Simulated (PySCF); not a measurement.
C10H8S2. Atoms are numbered in the order given.

```xyz
20

C      0.0000    -1.3356     2.8223
C      0.0000    -1.2332     1.4748
C      0.0000     0.0000     0.6988
C      0.0000     0.0000    -0.6988
C      0.0000    -1.2332    -1.4748
C      0.0000    -1.3356    -2.8223
S      0.0000     0.0000    -3.9564
C      0.0000     1.3356    -2.8223
C      0.0000     1.2332    -1.4748
C      0.0000     1.2332     1.4748
C      0.0000     1.3356     2.8223
S      0.0000     0.0000     3.9564
H      0.0000    -2.3123     3.3113
H      0.0000    -2.1828     0.9397
H      0.0000    -2.1828    -0.9397
H      0.0000    -2.3123    -3.3113
H      0.0000     2.3123    -3.3113
H      0.0000     2.1828    -0.9397
H      0.0000     2.1828     0.9397
H      0.0000     2.3123     3.3113
```

The structure is a stationary point at B3LYP-D3(BJ)/def2-SVP.

These are B3LYP-D3(BJ)/def2-SVP (PySCF) values and carry that method's errors.

Frequencies are harmonic and unscaled.

```
mode  ν (cm⁻¹)  IR (km/mol)  moving atoms (share of kinetic energy)
----  --------  -----------  --------------------------------------
1           44          0.2                          S 55 %, C 39 %
2           57          0.0                          C 75 %, H 25 %
3           58          0.0                  C 56 %, S 26 %, H 18 %
4          167          0.0                  C 60 %, S 30 %, H 10 %
5          249          9.8                          C 70 %, H 23 %
6          269          0.0                          S 64 %, C 34 %
7          392          0.0                          C 77 %, H 18 %
8          399          0.0                          C 78 %, H 22 %
9          408          0.0                          C 83 %, H 13 %
10         417          0.0                          C 75 %, H 25 %
11         454          2.0                          C 56 %, S 41 %
12         567          0.0                                  C 89 %
13         576         40.7                          C 65 %, H 31 %
14         594          0.0                          H 57 %, C 39 %
15         596          0.3                                  C 90 %
16         627          0.0                   C 78 %, S 13 %, H 9 %
17         701        200.6                   C 67 %, S 24 %, H 9 %
18         723          0.0                          H 80 %, C 20 %
19         727          0.0                   C 70 %, S 22 %, H 8 %
20         728          0.0                          H 75 %, C 25 %
21         759         93.4                          H 57 %, C 43 %
22         766          0.0                  C 55 %, S 32 %, H 13 %
23         769          5.4                  C 58 %, S 32 %, H 10 %
24         833          0.0                          C 67 %, H 33 %
25         919          0.0                          C 78 %, H 22 %
26         920         87.3                          C 82 %, H 17 %
27         959          0.0                          H 70 %, C 30 %
28         959          0.0                          H 75 %, C 25 %
29         965          0.8                          C 80 %, H 20 %
30         966          0.3                          H 79 %, C 21 %
31         974          0.0                          H 77 %, C 23 %
32        1148          0.8                          H 57 %, C 42 %
33        1170          0.0                          H 89 %, C 10 %
34        1215         19.9                                  H 93 %
35        1246          0.0                                  H 93 %
36        1285          9.4                          H 59 %, C 41 %
37        1309          0.0                          H 72 %, C 28 %
38        1388         24.3                          H 65 %, C 35 %
39        1388          0.0                          H 64 %, C 35 %
40        1396         16.7                          H 64 %, C 36 %
41        1427          0.0                          C 86 %, H 13 %
42        1545          0.0                           C 90 %, H 9 %
43        1598          0.0                                  C 95 %
44        1612         18.5                                  C 95 %
45        1673          0.0                           C 92 %, H 8 %
46        1692        175.5                                  C 93 %
47        3187          3.3                                  H 92 %
48        3187          0.0                                  H 92 %
49        3196          0.0                           H 92 %, C 8 %
50        3196          0.0                                  H 92 %
51        3206          0.0                           H 91 %, C 9 %
52        3207          0.1                           H 91 %, C 9 %
53        3217         21.3                           H 92 %, C 8 %
54        3218          0.0                           H 92 %, C 8 %
```
